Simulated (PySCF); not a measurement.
Isomers C7H15OP:

A. SMILES CC(C)P1(=O)[C@@H](C)[C@@H]1C
B. `CC(C)[P@@]1(=O)CC[C@H]1C`
C. `C[C@@H]1CC[P@@H](=O)C[C@H]1C`

Spectrum 1. 1H NMR (500 MHz, computed): δ 2.89 (m, 1H), 2.31 (m, 1H), 2.18 (m, 1H), 2.03 (m, 1H), 1.50 (m, 1H), 1.28 (m, 3H), 1.25 (m, 3H), 1.21 (m, 3H), 0.79 (m, 1H). 13C{1H} NMR (computed): δ 52.3 (CH), 35.2 (CH2), 29.9 (CH), 20.1 (CH2), 17.9 (CH3), 16.4 (CH3), 16.2 (CH3).

Spectrum 2. 1H NMR (500 MHz, computed): δ 1.52 (m, 3H), 1.50 (m, 3H), 1.50 (m, 3H), 1.28 (m, 1H), 1.22 (m, 1H), 1.21 (m, 3H), 0.65 (m, 1H). 13C{1H} NMR (computed): δ 34.2 (CH), 31.2 (CH), 30.7 (CH), 19.4 (CH3), 18.4 (CH3), 16.5 (CH3), 13.6 (CH3).

Spectrum 3. 1H NMR (500 MHz, computed): δ 7.17 (m, 1H), 2.12 (m, 1H), 1.99 (m, 1H), 1.73 (m, 1H), 1.70 (m, 1H), 1.42 (m, 1H), 1.04 (m, 1H), 1.01 (m, 3H), 0.94 (d, 3H), 0.88 (m, 1H), 0.66 (m, 1H). 13C{1H} NMR (computed): δ 42.7 (CH), 41.8 (CH2), 37.7 (CH), 34.2 (CH2), 33.9 (CH2), 25.0 (CH3), 22.5 (CH3).

- GIAO PBE0/pcSseg-1 shieldings
- geometry from GFN2-xTB
- run in PySCF
- no solvent, relativity neglected, one conformer, fast rotation and ring inversion assumed for equivalent nuclei

Chemical shifts δ = σref − σ; TMS for 1H and 13C, all at this level. Splittings of carbon signals by F and P are missing where no couplings were computed. Where no couplings were computed, multiplicities follow the n + 1 count of equivalent neighbours, and m marks all less simple cases (inequivalent or close neighbours, rings, F or P nearby). Shifts are as computed. Against solution values, carbons near 30 ppm lie about +3 ppm off and those near 130 ppm about +5 ppm. Of 1211 compounds with measured shifts, 218 miss one by over three times the rms of a fit or turn the order of signals round; such compounds aren't used in these exercises.

Problem. Match each spectrum to its structure.

Solution. 1–B, 2–A, 3–C.

- Spectrum 1 (B): 7 13C signals; δC 20.1 is an sp3 CH2 in a ring; δC 17.9 is a methyl carbon.
- Spectrum 2 (A): 7 13C signals; δC 19.4 is a methyl carbon; δC 18.4 is a methyl carbon.
- Spectrum 3 (C): 7 13C signals; δC 42.7 is an sp3 CH in a ring; δC 37.7 is an sp3 CH in a ring.
